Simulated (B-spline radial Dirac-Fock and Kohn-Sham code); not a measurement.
**Atomic SCF run for Bi²⁺**

ΔSCF core binding energies without Breit or QED terms, calculated with a B-spline atomic structure program. Keys: rel is the Hamiltonian (dirac, or spin-free x2c and nr, where L3 and M5 stand for the whole 2p and 3d shells), method is hf or an exchange,correlation pair (spin-unpolarised, also for the hole states), nuc the nuclear model, radius_factor scales its radius, rmax is the box in bohr, h the logarithmic mesh step, order the B-spline order, points the quadrature points per cell, c_factor scales the speed of light, and damp, ndamp, maxit and tol steer the iteration. The run stops when the commutator error falls below 10·tol·max(1, Z/10), or the numerical noise floor, and the energy has settled to about 1e-8 Ha; the virial ratio is −V/T.

Input (task.json):

```json
{"items": [{"Z": 83, "q": 2, "cfg": [[1, 0, 2], [2, 0, 2], [2, 1, 6], [3, 0, 2], [3, 1, 6], [3, 2, 10], [4, 0, 2], [4, 1, 6], [4, 2, 10], [4, 3, 14], [5, 0, 2], [5, 1, 6], [5, 2, 10], [6, 0, 2], [6, 1, 1]], "A": 209, "rrms": 5.5211, "do": "settings", "holes": ["K", "L3", "M5"],
  "settings": [{"rel": "dirac", "method": "pw91,pw91", "nuc": "fermi", "radius_factor": 1.0, "rmax": 45.0, "h": 0.18, "order": 8, "points": 10, "c_factor": 2.0, "maxit": 60, "damp": 0.5, "ndamp": 3, "tol": 1e-08}]}]}
```

Command: `python xray2_run.py task.json out`

Ground-state iterations:

```
iter   energy (Ha)        error
   1   -20414.94878738  2.51e+00
   2   -20415.57464883  1.52e-01
   3   -20416.16865240  2.01e-02
   4   -20416.17557016  1.01e-02
   5   -20416.17628955  2.37e-03
   6   -20416.17633222  8.70e-04
   7   -20416.17635784  3.55e-05
   8   -20416.17635786  8.05e-06
   9   -20416.17635786  6.91e-07
```

The ground state converged in 9 iterations, with total energy -20416.17636 Ha, virial ratio 1.96892 and highest orbital energy -18.98 eV. ΔSCF binding energies: K (1s) 83617.2 eV, L3 (2p3/2) 13369.7 eV, M5 (3d5/2) 2643.6 eV.
